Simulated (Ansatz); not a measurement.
System: sum formula BSF$_{2}$, net charge -1, singlet state. It need not be the lowest isomer of its formula. Whether it binds its extra electron was not tested at this geometry. 
Coordinates optimised at B3LYP-D3(BJ)/def2-TZVP (Ansatz, a first-principles code):
SMILES: FB(F)[S-]
```xyz
4

B      0.0649    -0.2150     0.2571
F      1.2228    -0.9366     0.4303
F     -0.7867    -0.5075     1.2966
S     -0.2656     0.8795    -1.0517
```
Charge -1, spin multiplicity 1.

Basis-set convergence of Hartree-Fock and MP2 correlation energies (hartree) with Ansatz. Valence correlation only, unless marked. Spin-orbit coupling is left out. No relativistic terms. This anion needs diffuse functions, which these sets lack.

```tsv
basis	functions	E(HF)	E(corr, MP2)
cc-pV(D+d)Z	65	-621.29568	-0.58433
cc-pV(T+d)Z	129	-621.39478	-0.77507
cc-pV(Q+d)Z	229	(withheld)	(withheld)
```

Question: Fill in the missing entries.

Answer: 
- cc-pV(Q+d)Z, E(HF): -621.41845
- cc-pV(Q+d)Z, E(corr, MP2): -0.84668
